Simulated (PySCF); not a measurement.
NMR data simulated for an unnamed compound:

$^{1}$H NMR (400 MHz, computed): δ 8.48 (s, 1H), 7.60 (br s, 1H), 6.89 (br s, 1H), 6.13 (br s, 1H), 3.88 (s, 3H).

$^{13}$C{$^{1}$H} NMR (computed): δ 170.7 (C), 160.9 (CH), 140.5 (CH2), 138.9 (C), 51.9 (CH3).

PySCF calculation with shieldings: GIAO PBE0/pcSseg-1 and GFN2-xTB geometry; single conformer, averaged over atoms made equivalent by symmetry, fast rotation or ring inversion, in vacuum, relativity neglected.

δ = σ(ref) − σ, references computed at the same level: TMS for $^{1}$H, $^{13}$C.

Which of these does the molecule contain: a Si–CH3 group, a vinyl group CH=CH2, a non-aromatic C=C double bond, an OH group, an NH or NH2 group, a carboxylic acid?

Answers


- A Si–CH3 group: no.
- A vinyl group CH=CH2: no.
- A non-aromatic C=C double bond: yes.
- An OH group: yes (δH 6.13 (br s)).
- An NH or NH2 group: no.
- A carboxylic acid: yes (δC 170.7; δH 6.13 (br s)).

The data belong to `C=C(/C=N/C)C(=O)O`, C5H7NO2; they needn't prove each group on their own.

Carbon signals by region: 2 in the far downfield region (above 160 ppm), 2 in the sp2 and nitrile region (100–160 ppm), 1 at 50–100 ppm. Above 160 ppm: 170.7, carboxylic acid carbon, 160.9, C=N carbon.

OH/NH shifts are gas-phase values; hydrogen bonding in solution moves them, usually downfield. Shifts are as computed. Against solution values, carbons near 30 ppm lie about +3 ppm off and those near 130 ppm about +5 ppm. Of 1211 compounds with measured shifts, 218 miss one by over three times the rms of a fit or turn the order of signals round; such compounds aren't used in these exercises. Hydrogen bonding in solution deshields acid and N–H amide carbonyl carbons by as much as 10 ppm beyond these values. Multiplicities follow the n + 1 count of equivalent neighbours, as no J values were calculated; m marks all less simple cases, F and P coupling included.
